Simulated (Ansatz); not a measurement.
A structure relaxed at PBE0-D4/def2-TZVP, charge 0, multiplicity 1:

Cartesian coordinates in Å:
```
F 2.2247 -0.8346 -0.7083
Si 1.1299 0.2878 -0.4453
Cl 2.0203 1.7781 0.6257
C -0.2754 -0.3620 0.5555
B -1.7348 -0.1102 0.2123
O -1.2344 -1.2569 -0.2201
H 0.6870 0.8033 -1.7551
H -0.0496 -0.7697 1.5409
H -2.7677 0.4641 0.1944
```

Q: Give its formula and SMILES.

A: CH3BClFOSi, `F[Si@H](Cl)[C@H]1BO1`.

Q: Summarise the bond lengths by kind.

A: 1 × F–Si 1.590 Å; 1 × Cl–Si 2.040 Å; 1 × C–Si 1.844 Å; 1 × H–Si 1.476 Å; 1 × B–C 1.520 Å; 1 × C–O 1.524 Å; 1 × C–H 1.090 Å; 1 × B–O 1.324 Å; 1 × B–H 1.182 Å.

Results of the Gaussian-basis code of Ansatz.
